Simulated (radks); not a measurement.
Results of a calculation; reference values are marked as such.
Task: These are the eigenvalues of the occupied orbitals of an atom or ion with whole-number occupations (eV). Level of theory: scalar-relativistic Kohn-Sham, PBE, spin-polarised, spherical densities, point nucleus (a radial shooting solver on a logarithmic mesh with Libxc functionals).

| orbital | eigenvalue |
|---|---|
| 1s up | -273.1453 |
| 1s down | -272.3348 |
| 2s up | -14.6416 |
| 2s down | -11.8820 |
| 2p up | -6.0954 |

Which element is it, and in what charge state? The configuration may be excited. Open shells, if any, are filled with parallel spins first.

Result: Z = 6, carbon, charge 0: C in [He] 2s2 2p2. The list shows which subshells hold electrons but not how many an open one holds; the 1s level, -10.038 hartree, gives Z - s = 4.5 by -(Z - s)^2/2, which with screening and relativity narrows Z to a few neighbours, and the depths of the outer levels then fix element, charge and occupations together.
